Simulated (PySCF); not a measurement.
C4H6BrF, SMILES F/C=C/CCBr.

Geometry: PBE0-D3(BJ)/def2-SVP. The structure was generated by enumeration; whether it is a known compound was not checked. One conformer was computed; it need not be the lowest.

Two levels are set side by side: PBE/def2-TZVP (PySCF) and r2SCAN/def2-TZVP (PySCF). Same geometry, gas phase. Differences are taken from unrounded values.

```
quantity                     r2SCAN
---------------------------  ------
orbital gap (eV)               5.66
highest occupied level (eV)   -6.51
lowest empty level (eV)       -0.85
dipole moment (D)              0.55
mean polarisability (bohr³)    68.8
```

Question: What does PBE give, and how far is it from r2SCAN? (Estimate from the structure and the level; the computed values follow.)

Answer: 
```
quantity                       PBE  PBE minus r2SCAN
---------------------------  -----  ----------------
orbital gap (eV)              5.16             -0.50
highest occupied level (eV)  -6.27              0.24
lowest empty level (eV)      -1.10             -0.26
dipole moment (D)             0.50             -0.05
mean polarisability (bohr³)   70.2               1.4
```

Rough cost on one machine, each run with all the roots and properties that it gave: r2SCAN against PBE about 3 times.
